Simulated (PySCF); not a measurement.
Si(F)(H)(SiH3)2 (FH₇Si₃), SMILES F[SiH]([SiH3])[SiH3]. Atoms are numbered in the order given.

```xyz
11

Si    -0.4300     0.5157     0.0000
F      0.4211     1.9163     0.0000
Si     0.1017    -0.6960    -1.9376
Si     0.1017    -0.6960     1.9376
H     -1.8845     0.8666     0.0000
H     -0.2080     0.0877    -3.1716
H     -0.7102    -1.9532    -1.9357
H      1.5520    -1.0571    -1.9318
H     -0.2080     0.0877     3.1716
H     -0.7102    -1.9532     1.9357
H      1.5520    -1.0571     1.9318
```

Geometry optimised at PBE0-D3(BJ)/def2-SVP. This is a generated structure with no PubChem entry under its InChIKey; it may be hypothetical.

Computed with PBE/pcSseg-1 (PySCF).

GIAO shieldings, no solvent; atoms alike by connectivity are averaged. δ = σ(ref) − σ: ²⁹Si against TMS (σ = 335.4 ppm); ¹⁹F against CFCl3 (σ = 133.6 ppm); ¹H against TMS (σ = 31.49 ppm), references at their B3LYP-D3(BJ)/def2-TZVP geometries, non-relativistic.

```
atoms                     nucleus  count  δ (ppm)
------------------------  -------  -----  -------
Si1                          ²⁹Si      1     32.6
Si3, Si4                     ²⁹Si      2        …
F2                            ¹⁹F      1        …
H5                             ¹H      1     6.72
H6, H7, H8, H9, H10, H11       ¹H      6     3.94
```

### Question
Fill in the missing entries. (An estimate is asked for; the answer gives what the named calculation found.)

### Answer

- F2, δ (ppm): -291.5
- Si3, Si4, δ (ppm): -110.4
